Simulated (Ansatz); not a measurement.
Reaction (ligand exchange at the Sn–S bond): `[SH][Sn][SH]` + H–F → `[F][Sn][SH]` + H₂S

Program: Ansatz. Geometries: PBE0-D4/def2-TZVP. ΔE: electronic, gas phase. CBS: MP2 limit from def2 TZ/QZ plus the TZ coupled-cluster correction, frozen cores. This one scheme is used for every species. DFT in def2-TZVPP. Elements past krypton have def2 core potentials. For Sn outer-core shells are correlated without core-valence functions, which leaves a few kJ/mol of doubt a bond. One conformer a species, not always the lowest.

(1) Is it downhill or uphill in electronic energy at CCSD(T)/CBS, and by how much? (Estimate.)

(2) What do these levels give: PBE-D4, r2SCAN-D4, PBE0-D4, ωB97M-V, PBE, HF/def2-TZVPP, CCSD/def2-TZVPP, SCS-MP2/def2-QZVPP, CCSD(T)/def2-QZVPP, HF/CBS(def2), MP2/CBS(def2), CCSD/CBS(def2)? (Estimate.)

Largest T1 diagnostic among the species: 0.016.

Answers

(1) Computed: Nearly level: ΔE = +2.2 kJ/mol.

(2) The calculation gave: PBE-D4 -0.5, r2SCAN-D4 -5.5, PBE0-D4 5.6, ωB97M-V -8.4, PBE -5.6, HF/def2-TZVPP -10.8, CCSD/def2-TZVPP -0.9, SCS-MP2/def2-QZVPP -1.2, CCSD(T)/def2-QZVPP -0.2, HF/CBS(def2) -14.3, MP2/CBS(def2) 9.2, CCSD/CBS(def2) -0.5 kJ/mol.

In def2-TZVPP, CCSD(T) changes the Hartree–Fock value by +12.6 kJ/mol (the triples alone add +2.7 kJ/mol) and MP2 by +19.7 kJ/mol. The D4 term adds +8.5 kJ/mol with B3LYP and +4.5 kJ/mol with PBE0; it sums over pairs of atoms, weighted by their polarisabilities, and B3LYP, whose exchange is more repulsive, gets the larger term.

B3LYP here is the variant with VWN-RPA as its local correlation; programs differ in this.
